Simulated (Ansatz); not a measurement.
Sn(NCS)H3 (CH3NSSn) was relaxed with PBE0-D4 (def2-SVP) in Ansatz in these states: charge +1 doublet, neutral singlet. The geometries follow in no particular order.

In the def2 sets Sn takes a core potential; there is no spin–orbit coupling.

A:

```xyz
7

Sn    1.002   -0.571   -0.474
N    -0.640    0.359    0.286
C    -1.592    0.907    0.749
S    -2.858    1.634    1.364
H     2.239    0.600   -0.435
H     0.561   -1.036   -2.053
H     1.289   -1.892    0.564
```

B:

```xyz
7

Sn   -0.064    0.098   -1.411
N     0.039   -0.045    0.792
C     0.092   -0.128    1.961
S     0.166   -0.242    3.580
H    -1.154    1.388   -1.519
H    -0.653   -1.466   -1.686
H     1.574    0.396   -1.717
```

Question: Judge from the bond lengths which geometry belongs to which state (an estimate).

Answer: A is the neutral singlet (Sn1–N2 2.034 Å, C3–S4 1.584 Å, N2–C3 1.192 Å); B is the charge +1 doublet (Sn1–N2 2.209 Å, C3–S4 1.624 Å, N2–C3 1.174 Å).
